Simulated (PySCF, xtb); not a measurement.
B(CCH)(Cl)(Me) (C3H4BCl), SMILES ClB(C)C#C.

Harmonic wavenumbers (cm⁻¹) from GFN2-xTB run with xtb at its own minimum, in rising order: 42, 122, 185, 261, 413, 427, 550, 672, 691, 823, 829, 1001, 1143, 1384, 1472, 1479, 2199, 3000, 3032, 3048, 3363.

**Question.** What does PBE0-D3(BJ)/def2-SVP (PySCF) give at its own minimum? (Estimate from the structure and the level; the computed values follow.)

**Answer.** 41, 145, 206, 286, 460, 474, 584, 698, 784, 817, 829, 1072, 1163, 1322, 1414, 1430, 2185, 3046, 3132, 3185, 3476. Paired by order, the mean absolute difference is 47 cm⁻¹ and the zero-point energies are 37.4 and 38.2 kcal/mol.
